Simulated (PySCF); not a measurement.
Structure elucidation problem

An unknown has the formula C₆H₈ClFO. Its calculated NMR data are:

¹H NMR (600 MHz, computed): δ 6.21 (m, 1H), 2.64 (sept, 1H), 1.25 (d, 6H).

¹³C{¹H} NMR (computed): δ 185.5 (C), 162.7 (C), 115.3 (CH), 44.4 (CH), 23.3 (CH3, 2C).

No solvent model, non-relativistic Hamiltonian, one computed conformer, rapidly exchanging positions averaged. σ from GIAO-PBE0/pcSseg-1; GFN2-xTB structure; PySCF.

References, each an isolated molecule treated in the same way: ¹H (31.72 ppm), ¹³C (186.93 ppm) against TMS.

Task: Choose the structure that fits.
A. C=C[C@@H](Cl)[C@@](C)(F)C=O
B. CC(C)/C=C(/Cl)C(=O)F
C. C[C@H]1[C@@H](C(=O)Cl)C[C@@H]1F
D. C[C@@H]1COC=C(Cl)[C@H]1F
E. CC(C)/C(Cl)=C/C(=O)F
F. CO[C@@H]1C[C@]1(Cl)/C=C/F

Result: E. 

- Rings plus π bonds: 2 (no ring in the answer).
- 5 carbon signals for 6 carbons: some carbons are equivalent by symmetry or fast rotation.
- Carbon types of the structure: 2 × C, 2 × CH, 2 × CH3, which accounts for all hydrogens.
- δC 185.5: β carbon of a C=C–C=O unit; conjugation with the carbonyl draws π density from the β position.
- δC 162.7: carbonyl carbon.
- δC 115.3: α carbon of a C=C–C=O unit; the olefinic region.
- δC 23.3: methyl carbon; a saturated carbon with 1 carbon neighbour and no heteroatom attached.
- δH 6.21: hydrogen on an α carbon of a C=C–C=O unit; a vinylic proton, deshielded by the sp2 carbon and the C=C anisotropy.

The others: CO[C@@H]1C[C@]1(Cl)/C=C/F would give 6 carbon signals, not 5; C=C[C@@H](Cl)[C@@](C)(F)C=O would give 6 carbon signals, not 5; C[C@H]1[C@@H](C(=O)Cl)C[C@@H]1F would give 6 carbon signals, not 5; CC(C)/C=C(/Cl)C(=O)F has carbons computed at 175.4, 162.2, 126.5, 33.9, 23.7; C[C@@H]1COC=C(Cl)[C@H]1F would give 6 carbon signals, not 5.

Carbons that carry Cl, above all several Cl atoms, come out too deshielded, partly because spin–orbit coupling is missing. Splittings by ¹⁹F in the carbon and heteronuclear signals aren't shown, as no couplings were computed. Shifts are as computed. Against solution values, carbons near 30 ppm lie about +3 ppm off and those near 130 ppm about +5 ppm; carbons on Cl a further +6 ppm. Of 1211 compounds with measured shifts, 218 miss one by over three times the rms of a fit or turn the order of signals round; such compounds aren't used in these exercises. Multiplicities follow the n + 1 count of equivalent neighbours, as no J values were calculated; m marks all less simple cases, F and P coupling included.
